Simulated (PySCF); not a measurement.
Delta-SCF ions had no search for a lower state. Excitations are Tamm–Dancoff values on a coarser integration grid. The basis has no diffuse functions, so Rydberg states are missing or too high.

# C2H6OSi, SMILES `C=[SiH]CO` (C–Si–C–O torsion -4°, Si–C–O–H torsion -47°) (charge 0, multiplicity 1)

Computed with PBE0-D3(BJ)/def2-TZVP run with PySCF.

| Quantity | Value |
|---|---|
| HOMO | -6.49 eV |
| dipole moment | 1.47 D |
| LUMO | -0.93 eV |
| HOMO–LUMO gap | 5.56 eV |
| S1 excitation (TDA) | 5.58 eV |
| S1 oscillator strength | 0.198 |
| brightest of the four lowest singlets (TDA) | 5.58 eV |
| T1 excitation (TDA) | 2.80 eV |
| S1–T1 gap (TDA) | 2.78 eV |
| vertical ionisation energy (Delta-SCF) | 8.48 eV |
| total energy | -444.2450 Ha |
| cost | around 100 core-seconds (rough) |

```xyz
10

C      1.7519    -0.4068     0.0449
Si     0.5111     0.7249    -0.2109
C     -1.2997     0.3104     0.1144
O     -1.4958    -1.0354     0.4964
H      2.7852    -0.1921    -0.2008
H      1.5721    -1.3749     0.4984
H      0.7558     2.0629    -0.8005
H     -1.6788     0.9308     0.9323
H     -1.8989     0.5805    -0.7688
H     -1.0028    -1.6002    -0.1053
```
Charge 0, spin multiplicity 1.
